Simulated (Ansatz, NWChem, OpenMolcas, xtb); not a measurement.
## How methods differ on InNH3 (SMILES [NH2][InH])

The species is InNH3 (5 atoms), meant as a doublet with charge 0. SMILES: `[NH2][InH]`. The coordinates come from a PBE0-D4/def2-TZVP relaxation. This is one conformer, not always the lowest.

Each level gives the vertical ionisation energy (to the singlet cation) (eV). The values are calculated.

```tsv
level	kind	program	value (eV)
GFN2-xTB	semi-empirical	xtb	12.48
USVWN5/def2-SVP (core potential)	LDA	Ansatz	7.70
UBLYP/def2-SVP (core potential)	GGA	Ansatz	7.48
UM06-L/def2-SVP (core potential)	meta-GGA	OpenMolcas	7.43
U-r2SCAN0/def2-SVP (core potential)	hybrid meta-GGA	Ansatz	7.88
U-wB97M-V/def2-SVP (core potential)	range-separated hybrid	Ansatz	7.68
U-wB97X/def2-SVP (core potential)	range-separated hybrid	Ansatz	7.66
UB2PLYP/def2-SVP (core potential)	double hybrid	Ansatz	7.57
UMP2/def2-SVP (core potential)	perturbation theory	NWChem	7.42
UBCCD(T)/def2-SVP (core potential)	coupled cluster or CI	Ansatz	7.40
```

Spin-orbit coupling is left out. The values span 7.40 to 12.48 eV. The xTB values lack the empirical shift that such differences need. In the correlated wave-function rows the outer d shell of In is correlated, in sets not made for it.
